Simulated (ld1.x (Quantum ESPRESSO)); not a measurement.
Au (Z = 79): one change to a TM potential, before and after

```json
{"Element": "Au", "Generator": "ld1.x (Quantum ESPRESSO) 7.5", "Type": "norm-conserving Troullier–Martins (Kleinman–Bylander form)", "Functional": "PBE", "Relativity": "scalar-relativistic", "Frozen core": "[Xe] 4f14", "Valence charge": "11", "Reference configuration": "5d9 6s2 6p0", "Partial waves": "6s (bound): rc 2.05 bohr; 6p (bound, empty): rc 3.20 bohr; 5d (bound): rc 1.85 bohr; 5f channel at -0.15 Ry: rc 2.90 bohr", "Local potential": "all-electron potential smoothed inside 3.00 bohr (lloc = -1)", "Core correction": "a·sin(br)/r model core, default radius (core density twice the valence density)"}
```

All-electron outer shells of the reference configuration (PBE, scalar-relativistic, ld1.x):

```csv
shell,level (eV),outermost node (bohr),outermost maximum (bohr)
4f,-84.16,–,0.37
5p,-62.53,0.52,0.96
5d,-8.95,0.56,1.20
6s,-6.66,1.11,2.27
6p,-1.10,1.31,3.38
```

Change: core correction a·sin(br)/r model core inside 1.92 bohr.

Cutoffs: the cutoffs (Ry, on a coarse ladder) from which the occupation-weighted sum of valence levels, in a spherical-Bessel basis at the reference potential, stays within 10 and 1 mRy of its value at 400 Ry; they do not see the model core or the augmentation charge, which bear on the density cutoff. Errors are all-electron minus pseudo energies relative to the spin-unpolarised reference configuration.

Predict the effect on cutoff, ghosts and configuration errors.

The potential gets neither clearly harder nor softer (45 Ry and 70 Ry → 45 Ry and 70 Ry); of the 7 tests that both files solve, the error grows in 0 and shrinks in 4 by more than 15 % and 0.3 meV (median size 107.5 → 91.1 meV); neither file shows a bound ghost. The default core radius of the base comes out at 1.04 bohr. A wider model core is smoother and lowers the density cutoff, which this test does not measure.

| quantity | base | changed |
| --- | --- | --- |
| cutoff, loose | 45 Ry | 45 Ry |
| cutoff, tight | 70 Ry | 70 Ry |
| bound ghosts | none | none |
| error for 5d10 6s1 6p0, meV [ΔE -1.69 eV] | -81 | -71 |
| error for 5d10 6s0 6p0, meV [ΔE 7.72 eV] | -141 | -117 |
| error for 5d9 6s0 6p0, meV [ΔE 28.92 eV] | -63 | -52 |
| error for 5d9 6s1 6p1, meV [ΔE 5.80 eV] | -4.7 | -3.9 |
| error for 5d10 6s0.5 6p0, meV [ΔE 2.08 eV] | -108 | -91 |
| error for 5d7 6s0 6p0, meV [ΔE 110.51 eV] | -615 | -569 |
| error for 5d8 6s0 6p0, meV [ΔE 62.80 eV] | -181 | -173 |
| s: phases at 3.49 bohr within 0.05 rad from the reference energy up to (Ry; the scan ends near 5) | 1.5 | 1.5 |
| p: phases at 3.49 bohr within 0.05 rad from the reference energy up to (Ry; the scan ends near 5) | 1.7 | 1.7 |
| d: phases at 3.49 bohr within 0.05 rad from the reference energy up to (Ry; the scan ends near 5) | 0.6 | 0.6 |
| f: phases at 3.49 bohr within 0.05 rad from the reference energy up to (Ry; the scan ends near 5) | 2.9 | 2.9 |
